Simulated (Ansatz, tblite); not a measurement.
Two members of one family (Series NiX2(PH3)2), computed with Ansatz in the gas phase. The two geometries come from different levels. Singlets are spin-restricted. Names give formal oxidation states. A dash marks a value that wasn't run or was left out as unsound. The structures are stationary points that may keep the symmetry of their start. Remarks come from the PBE and PBE0 runs and from stability tests at other levels; not every state was tested. HOMO above LUMO (over both spins in singlets and doublets, within one spin in higher multiplets; at PBE or PBE0), or a gap under 0.15 eV within one spin, warns that the state may not be the lowest or that an electron is smeared out.

First: trans-NiH2(PH3)2 (singlet, charge 0, PBE-D4/def2-SVP geometry).

Cartesian coordinates in Å:
```
Ni 0.1269 -0.0376 0.1064
H 1.2444 -0.3706 1.0643
P 0.1552 2.0044 0.5572
H -1.0631 2.6096 1.0166
H 0.3946 2.9227 -0.5193
H 1.0223 2.6415 1.5103
H -1.0025 0.3001 -0.8627
P -0.1181 -2.0158 -0.5247
H 0.0032 -2.2956 -1.9274
H -1.4102 -2.6160 -0.3528
H 0.6474 -3.1429 -0.0678
```

```
               level  HOMO (eV)  LUMO (eV)  gap (eV)  vertical IE (eV)
     PBE-D4/def2-SVP      -4.06      -1.33      2.73                 –
    PBE-D4/def2-TZVP      -4.60      -1.65      2.95              8.14
    B97M-V/def2-TZVP      -4.83      -1.58      3.25              7.78
r2SCANh-D4/def2-TZVP      -5.39      -0.99      4.40              7.58
   PBE0-D4/def2-TZVP      -6.38      -0.58      5.80              7.56
```

Metal–donor distances: 2 × H 1.51 to 1.53 Å, 2 × P 2.09 Å. The relaxed triplet lies at 1.01 eV (r2SCAN0-D4/def2-TZVP) to 1.61 eV (LDA (SPW92)/def2-TZVP) from the singlet. Remarks: gap within one spin near zero at PBE or PBE0 (+1 doublet).

Second: cis-NiCl2(PH3)2 (singlet, charge 0, B3LYP-D4/def2-SVP geometry).

Cartesian coordinates in Å:
```
Ni 0.1883 -0.5569 -0.7612
Cl -1.0959 -1.2586 -2.3993
Cl 2.0407 -1.5378 -1.4186
P 1.5124 0.1024 0.8320
H 1.0625 0.9393 1.9003
H 2.6454 0.8466 0.4342
H 2.1231 -0.9167 1.5979
P -1.6770 0.3863 -0.1660
H -2.7687 -0.4807 0.0664
H -2.2474 1.2840 -1.0959
H -1.7835 1.1922 1.0102
```

Q: Estimate how these quantities change from the first to the second (second minus first).

A: 
```csv
level,Δ HOMO (eV),Δ LUMO (eV),Δ gap (eV),Δ vertical IE (eV)
PBE-D4/def2-SVP,-0.88,-1.97,-1.09,–
PBE-D4/def2-TZVP,-0.90,-2.06,-1.16,0.19
B97M-V/def2-TZVP,-1.08,-2.00,-0.93,–
r2SCANh-D4/def2-TZVP,-1.05,-2.18,-1.13,–
PBE0-D4/def2-TZVP,-0.78,-1.96,-1.18,1.02
```

Metal–donor distances: 2 × Cl 2.20 Å, 2 × P 2.17 Å. The relaxed triplet lies at -0.19 eV (r2SCANh-D4/def2-TZVP) to 0.54 eV (PBE-D4/def2-TZVP) from the singlet, so the order hangs on the level. Remarks: triplet lower at PBE0.
